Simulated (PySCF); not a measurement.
C3H8N2Si, SMILES N[SiH](N)CC#C.

Geometry optimised at B3LYP-D3(BJ)/def2-SVP. The structure was generated by enumeration, and PubChem lists no compound with its InChIKey, so it may never have been made. Other conformers were not sampled.

Two levels are set side by side: TDA-PBE/def2-SVPD (PySCF) and TDA-LC-ωPBE/def2-SVPD (PySCF). Vertical, same geometry. The lowest singlet is HOMO→LUMO 99 % with PBE and HOMO→LUMO+4 36 %, HOMO−3→LUMO+4 12 %, HOMO→LUMO+6 8 %, HOMO→LUMO+3 8 % with the other functional; states are paired by order. Differences are taken from unrounded values.

```tsv
quantity	TDA-LC-ωPBE
lowest singlet excitation (eV)	6.42
lowest triplet excitation (TDA) (eV)	5.19
```

Question: What does TDA-PBE give, and how far is it from TDA-LC-ωPBE? (An estimate is asked for; the answer gives what the named calculation found.)

Answer: 
```tsv
quantity	TDA-PBE	TDA-PBE minus TDA-LC-ωPBE
lowest singlet excitation (eV)	5.52	-0.90
lowest triplet excitation (TDA) (eV)	5.18	0.00
```

A lower first singlet is the usual sign of a functional without exact exchange. Differences between two approximate levels are no errors against the true value.

Rough cost on one machine, each run with all the roots and properties that it gave: TDA-LC-ωPBE against TDA-PBE about 4 times.
